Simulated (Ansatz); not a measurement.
The cluster Ba₂Te (the lowest singlet isomer of a short search) was relaxed with r2SCAN-D4 (def2-TZVP) in Ansatz in these states: neutral quintet, neutral triplet. The geometries follow in no particular order.

In the def2 sets Ba, Te take a core potential; there is no spin–orbit coupling.

A:

```xyz
3

Ba   -0.057   -1.958   -1.047
Ba    1.582    1.558    0.057
Te   -1.524    0.400    0.990
```

B:

```xyz
3

Ba    0.5660   -1.5227   -2.1386
Ba   -1.0739    2.0822    1.3129
Te    0.5079   -0.5595    0.8257
```

Q: Judge from the bond lengths which geometry belongs to which state (an estimate).

A: A is the neutral quintet (Ba1–Ba2 4.033 Å, Ba1–Te3 3.444 Å, Ba2–Te3 3.444 Å); B is the neutral triplet (Ba1–Ba2 5.253 Å, Ba1–Te3 3.117 Å, Ba2–Te3 3.117 Å).

At PBE0-D4/def2-TZVP a singlet lies 2.71 eV below the neutral quintet. At PBE0-D4/def2-TZVP a singlet lies 0.20 eV below the neutral triplet. These are the stationary points nearest to one start from a short search; other shapes may lie lower in each state.
